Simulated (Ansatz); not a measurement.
Consider the ligand exchange at a Ti–Br bond: `[F][Ti]([F])([Cl])[Br]` + CH₃SH → `C[S][Ti]([F])([F])[Cl]` + HBr.

Calculated with Ansatz (gas phase, PBE0-D4/def2-TZVP geometries, no zero-point term in ΔE). CCSD(T)/CBS is the MP2 limit (def2-TZVPP, def2-QZVPP) plus CCSD(T) − MP2 in def2-TZVPP, frozen cores. This one scheme is used for every species. Functionals use def2-TZVPP. B3LYP here is the variant with VWN-RPA as its local correlation; programs differ in this. For Br, Ti outer-core shells are correlated without core-valence functions, which leaves a few kJ/mol of doubt a bond. Scalar relativity is left out up to krypton. One conformer a species, not always the lowest.

Task: Is it downhill or uphill in electronic energy at CCSD(T)/CBS, and by how much? (Best estimate.)

Result: The calculation gave: Uphill: ΔE = +45.8 kJ/mol.

Task: What do these levels give: revPBE-D4, PBE0-D4, B3LYP-D4, ωB97X-V, PBE-QIDH, r2SCAN, LC-ωPBE, CCSD(T)/def2-SVP, CCSD/def2-TZVPP, CCSD(T)/def2-TZVPP, HF/def2-QZVPP, MP2/CBS(def2)? (Estimate.)

Result: The calculation gave: revPBE-D4 41.8, PBE0-D4 47.3, B3LYP-D4 46.9, ωB97X-V 51.4, PBE-QIDH 51.0, r2SCAN 49.9, LC-ωPBE 53.4, CCSD(T)/def2-SVP 41.5, CCSD/def2-TZVPP 51.1, CCSD(T)/def2-TZVPP 46.6, HF/def2-QZVPP 69.7, MP2/CBS(def2) 46.1 kJ/mol.

Largest T1 diagnostic among the species: 0.025, so the coupled-cluster value is less sure than usual.

In def2-TZVPP, CCSD(T) changes the Hartree–Fock value by −22.3 kJ/mol (the triples alone add −4.5 kJ/mol) and MP2 by −21.9 kJ/mol. From PBE to PBE0 (25 % exact exchange), in def2-TZVPP and without D4, ΔE moves by +3.3 kJ/mol. Leaving LDA and LC-ωPBE aside and taking each functional with its dispersion term where it has one, the values, not all of them listed here, spread over 10.4 kJ/mol, from revPBE-D4 to BHLYP-D4. LDA lies −5.4 kJ/mol from PBE without D4.
